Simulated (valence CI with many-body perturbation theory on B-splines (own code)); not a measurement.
**E1 line list for Kr XXX**

Level of theory: configuration interaction combined with many-body perturbation theory (CI+MBPT): five valence electrons over a frozen Dirac-Fock core [He], a basis of 11 s, 11 p, 10 d, 8 f, 5 g, 2 h functions for each j, with the one-electron correlation potential Σ1, the two-electron term Σ2, the three-electron term Σ3, Breit, model QED; selected CI, second order for the rest, scaled by the run's own slope (own B-spline code, finite nucleus).

No measured spectrum was set against this ion. As an estimate, large intervals hold to a few tenths of a per cent, small ones and those within an open d or f shell to about a per cent. Among the levels kept, up to 5300 cm⁻¹ of a level comes from second order outside the variational space, and about a tenth of that is noise between levels of different J, which matters for small intervals.

Lines 101 to 150 of 599 in falling wavelength, among levels below 2294.6 eV, chosen from the strongest by gf and those to the six lowest levels. Wavelengths and rates use the calculated energies. Electric multipoles are in the length gauge with retardation, E1 and E2 with the static RPA response of the core. Weak lines are less certain than strong ones. Lines between different terms over intervals too small for the method are left out, as are lines whose strength nearly cancels. Where a level lies close to another of its J and parity, the split of strength between their lines is uncertain. The highest levels of a list are the least certain.

Levels are named by their leading jj configuration (3d3/2^4 stands for four electrons in 3d with j = 3/2), which in mixed levels can hold well under half, so a name can repeat and another be missing. Letters in brackets count levels of one name in rising energy.

| λ vac (nm) | Upper | Lower | A (s⁻¹) | S (a.u.) |
| --- | --- | --- | --- | --- |
| 22.28 | (2s 2p1/2^2 2p3/2 3d5/2) J=3/2 [a] | (2s 2p1/2^2 2p3/2 3p3/2) J=3/2 [a] | 3.67e+09 | 8.01e-02 |
| 22.27 | (2s^2 2p3/2^2 3p3/2) J=7/2 | (2s^2 2p3/2^2 3s) J=5/2 | 8.33e+09 | 3.63e-01 |
| 22.25 | (2s 2p3/2^3 3p3/2) J=3/2 [b] | (2s 2p3/2^3 3s) J=1/2 | 3.22e+09 | 7.01e-02 |
| 22.24 | (2s^2 2p1/2 2p3/2 3p3/2) J=5/2 [a] | (2s^2 2p1/2 2p3/2 3s) J=3/2 [a] | 7.68e+09 | 2.50e-01 |
| 22.24 | (2s 2p1/2 2p3/2^2 3p3/2) J=5/2 [e] | (2s 2p1/2 2p3/2^2 3s) J=3/2 [d] | 8.49e+09 | 2.77e-01 |
| 22.21 | (2s^2 2p1/2 2p3/2 3p3/2) J=7/2 | (2s^2 2p1/2 2p3/2 3s) J=5/2 | 8.71e+09 | 3.77e-01 |
| 22.17 | (2s 2p1/2 2p3/2^2 3p1/2) J=3/2 [c] | (2s 2p1/2 2p3/2^2 3s) J=5/2 [c] | 2.80e+09 | 6.03e-02 |
| 22.13 | (2s 2p1/2 2p3/2^2 3d5/2) J=3/2 [d] | (2s 2p1/2 2p3/2^2 3p3/2) J=1/2 [c] | 3.90e+09 | 8.34e-02 |
| 22.09 | (2s 2p1/2 2p3/2^2 3p3/2) J=9/2 | (2s 2p1/2 2p3/2^2 3s) J=7/2 | 1.02e+10 | 5.42e-01 |
| 22.08 | (2s 2p1/2 2p3/2^2 3p3/2) J=5/2 [a] | (2s 2p1/2 2p3/2^2 3s) J=5/2 [a] | 3.24e+09 | 1.03e-01 |
| 21.97 | (2s 2p1/2^2 2p3/2 3p3/2) J=7/2 | (2s 2p1/2^2 2p3/2 3s) J=5/2 | 1.01e+10 | 4.21e-01 |
| 21.91 | (2s 2p1/2^2 2p3/2 3d3/2) J=5/2 [a] | (2s 2p1/2^2 2p3/2 3p1/2) J=5/2 | 4.09e+09 | 1.27e-01 |
| 21.81 | (2s 2p1/2 2p3/2^2 3p1/2) J=5/2 [a] | (2s 2p1/2^2 2p3/2 3s) J=3/2 [b] | 2.38e+09 | 7.33e-02 |
| 21.80 | (2s 2p1/2 2p3/2^2 3p3/2) J=7/2 [b] | (2s 2p1/2 2p3/2^2 3s) J=7/2 | 3.77e+09 | 1.54e-01 |
| 21.79 | (2s 2p1/2^2 2p3/2 3d3/2) J=7/2 | (2s 2p1/2^2 2p3/2 3p1/2) J=5/2 | 5.30e+09 | 2.16e-01 |
| 21.79 | (2s^2 2p1/2 2p3/2 3d3/2) J=3/2 [b] | (2s^2 2p1/2 2p3/2 3p1/2) J=3/2 [b] | 3.27e+09 | 6.67e-02 |
| 21.79 | (2s^2 2p1/2 2p3/2 3p3/2) J=3/2 [b] | (2s^2 2p1/2 2p3/2 3s) J=3/2 [b] | 5.30e+09 | 1.08e-01 |
| 21.77 | (2s 2p1/2 2p3/2^2 3d5/2) J=9/2 [b] | (2s 2p1/2 2p3/2^2 3p1/2) J=7/2 | 3.38e+09 | 1.72e-01 |
| 21.74 | (2s 2p1/2 2p3/2^2 3d3/2) J=3/2 [f] | (2s 2p1/2 2p3/2^2 3p1/2) J=3/2 [c] | 3.00e+09 | 6.09e-02 |
| 21.74 | (2s 2p1/2^2 2p3/2 3p3/2) J=3/2 [b] | (2s 2p1/2^2 2p3/2 3s) J=3/2 [b] | 3.35e+09 | 6.79e-02 |
| 21.72 | (2s^2 2p3/2^2 3d3/2) J=5/2 | (2s^2 2p3/2^2 3p1/2) J=5/2 | 3.10e+09 | 9.41e-02 |
| 21.67 | (2s 2p1/2 2p3/2^2 3p3/2) J=5/2 [d] | (2s 2p1/2 2p3/2^2 3s) J=3/2 [c] | 5.30e+09 | 1.60e-01 |
| 21.55 | (2s 2p3/2^3 3d3/2) J=1/2 | (2s 2p3/2^3 3p1/2) J=3/2 [a] | 6.07e+09 | 6.00e-02 |
| 21.42 | (2s 2p1/2 2p3/2^2 3d5/2) J=5/2 [c] | (2s 2p1/2 2p3/2^2 3p1/2) J=3/2 [b] | 3.89e+09 | 1.13e-01 |
| 21.41 | (2s 2p1/2 2p3/2^2 3d5/2) J=3/2 [b] | (2s 2p1/2 2p3/2^2 3p3/2) J=3/2 [b] | 4.68e+09 | 9.07e-02 |
| 21.39 | (2s 2p3/2^3 3d3/2) J=3/2 | (2s 2p3/2^3 3p1/2) J=3/2 [a] | 4.19e+09 | 8.10e-02 |
| 21.33 | (2s 2p1/2^2 2p3/2 3d3/2) J=5/2 [a] | (2s 2p1/2^2 2p3/2 3p1/2) J=3/2 [a] | 3.07e+09 | 8.82e-02 |
| 21.26 | (2s 2p1/2 2p3/2^2 3d5/2) J=3/2 [a] | (2s 2p1/2 2p3/2^2 3p3/2) J=1/2 [a] | 3.06e+09 | 5.80e-02 |
| 21.25 | (2s 2p1/2 2p3/2^2 3p1/2) J=7/2 | (2s 2p1/2 2p3/2^2 3s) J=5/2 [a] | 3.29e+09 | 1.25e-01 |
| 21.25 | (2s 2p1/2 2p3/2^2 3p3/2) J=3/2 [c] | (2s 2p1/2 2p3/2^2 3s) J=1/2 [a] | 5.68e+09 | 1.08e-01 |
| 21.23 | (2s 2p1/2^2 2p3/2 3d3/2) J=3/2 [a] | (2s 2p1/2^2 2p3/2 3p1/2) J=3/2 [a] | 5.87e+09 | 1.11e-01 |
| 21.22 | (2s 2p1/2^2 2p3/2 3d3/2) J=1/2 [a] | (2s 2p1/2^2 2p3/2 3p1/2) J=3/2 [a] | 7.84e+09 | 7.40e-02 |
| 21.19 | (2s 2p1/2 2p3/2^2 3p3/2) J=3/2 [g] | (2s 2p1/2 2p3/2^2 3s) J=1/2 [c] | 6.10e+09 | 1.15e-01 |
| 21.08 | (2s 2p1/2^2 2p3/2 3d3/2) J=5/2 [b] | (2s^2 2p3/2^2 3d5/2) J=3/2 | 2.19e+09 | 6.08e-02 |
| 21.03 | (2s 2p1/2 2p3/2^2 3p3/2) J=3/2 [d] | (2s 2p1/2 2p3/2^2 3s) J=1/2 [a] | 3.23e+09 | 5.93e-02 |
| 21.03 | (2s 2p1/2 2p3/2^2 3p3/2) J=3/2 [e] | (2s 2p1/2 2p3/2^2 3s) J=3/2 [b] | 3.71e+09 | 6.81e-02 |
| 20.96 | (2s^2 2p1/2^2 3p3/2) J=3/2 | (2s^2 2p1/2^2 3s) J=1/2 | 1.02e+10 | 1.85e-01 |
| 20.79 | (2s^2 2p3/2^2 3p3/2) J=3/2 [b] | (2s^2 2p3/2^2 3s) J=1/2 | 9.26e+09 | 1.64e-01 |
| 20.79 | (2s 2p3/2^3 3d3/2) J=7/2 | (2s 2p3/2^3 3p1/2) J=5/2 | 8.74e+09 | 3.10e-01 |
| 20.78 | (2s 2p3/2^3 3p3/2) J=5/2 [a] | (2s 2p3/2^3 3s) J=5/2 | 8.08e+09 | 2.15e-01 |
| 20.73 | (2s 2p1/2 2p3/2^2 3p3/2) J=5/2 [d] | (2s 2p1/2 2p3/2^2 3s) J=5/2 [c] | 3.73e+09 | 9.85e-02 |
| 20.72 | (2s 2p1/2^2 2p3/2 3d3/2) J=3/2 [b] | (2s 2p1/2^2 2p3/2 3p1/2) J=1/2 | 3.73e+09 | 6.54e-02 |
| 20.70 | (2s 2p1/2 2p3/2^2 3p3/2) J=3/2 [a] | (2s 2p1/2 2p3/2^2 3s) J=3/2 [a] | 7.98e+09 | 1.40e-01 |
| 20.50 | (2s 2p1/2 2p3/2^2 3d5/2) J=5/2 [b] | (2s 2p1/2 2p3/2^2 3p3/2) J=3/2 [b] | 3.22e+09 | 8.20e-02 |
| 20.49 | (2s 2p1/2^2 2p3/2 3p3/2) J=3/2 [b] | (2s 2p1/2^2 2p3/2 3s) J=1/2 | 6.35e+09 | 1.08e-01 |
| 20.48 | (2s 2p1/2 2p3/2^2 3p3/2) J=5/2 [b] | (2s 2p1/2 2p3/2^2 3s) J=5/2 [b] | 9.00e+09 | 2.29e-01 |
| 20.48 | (2s 2p1/2^2 2p3/2 3d3/2) J=5/2 [b] | (2s 2p1/2^2 2p3/2 3p1/2) J=3/2 [b] | 5.85e+09 | 1.49e-01 |
| 20.47 | (2s^2 2p1/2 2p3/2 3d3/2) J=5/2 [a] | (2s^2 2p1/2 2p3/2 3p1/2) J=3/2 [a] | 6.34e+09 | 1.61e-01 |
| 20.45 | (2s^2 2p1/2 2p3/2 3p3/2) J=3/2 [a] | (2s^2 2p1/2 2p3/2 3s) J=3/2 [a] | 4.44e+09 | 7.50e-02 |
| 20.42 | (2s 2p1/2 2p3/2^2 3p3/2) J=3/2 [f] | (2s 2p1/2 2p3/2^2 3s) J=3/2 [c] | 8.32e+09 | 1.40e-01 |
